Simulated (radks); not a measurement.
Q: The cerium ion Ce4+, [Xe]. All-electron calculation, non-relativistic Kohn-Sham, exchange-only PBE, spin-polarised, spherical densities, point nucleus. Program: a radial shooting solver on a logarithmic mesh with Libxc functionals. Every spin shell is full or empty, so the densities are truly spherical. Functionals are evaluated on that one density, not self-consistently. Rank these orbital-free kinetic functionals by their error against the exact value of the orbitals, and give that value: Thomas-Fermi, TF + vW, TF + vW/9, LC94, APBEK, revAPBEK, Perdew 92, Thakkar, Pearson, PG1, DePristo-Kress, Ernzerhof.

A: Exact: 8563.34 hartree. From best to worst, with 100 (|E| - |E exact|)/|E exact| (equal figures are ties): LC94 +0.01, APBEK +0.06, DePristo-Kress -0.17, revAPBEK +0.22, Ernzerhof -0.47, Thakkar -0.67, Perdew 92 -0.71, TF + vW/9 -0.72, Pearson -0.93, Thomas-Fermi -5.12, PG1 +14.17, TF + vW +34.50.
